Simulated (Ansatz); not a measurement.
Reaction (redistribution): `[F][Ge]([F])([SiH3])[Cl]` + `BC(F)F` → `BC(F)[SiH3]` + `[F][Ge]([F])([F])[Cl]`

Calculated with Ansatz (gas phase, PBE0-D4/def2-TZVP geometries, no zero-point term in ΔE). CCSD(T)/CBS adds triple-zeta CCSD(T) − MP2 to the extrapolated MP2 energy (def2 sets, frozen cores). Functionals use def2-TZVPP. For Ge outer-core shells are correlated without core-valence functions, which leaves a few kJ/mol of doubt a bond. Scalar relativity is left out up to krypton.

```csv
level,ΔE (eV)
r2SCAN,-0.97
CAM-B3LYP,-0.87
```

Q: What does CCSD(T)/CBS give? (Estimate.)

A: Computed: -0.96 eV. The listed levels differ from it by -0.01, 0.09 eV.

Largest T1 diagnostic among the species: 0.013.

In def2-TZVPP, CCSD(T) changes the Hartree–Fock value by −0.15 eV (the triples alone add −0.03 eV) and MP2 by −0.26 eV. Leaving LDA and LC-ωPBE aside and taking each functional with its dispersion term where it has one, the values, not all of them listed here, spread over 0.20 eV, from B97M-V to BLYP-D4. LDA lies −0.05 eV from PBE without D4. From BLYP to BHLYP (50 % exact exchange), in def2-TZVPP and without D4, ΔE moves by −0.07 eV.
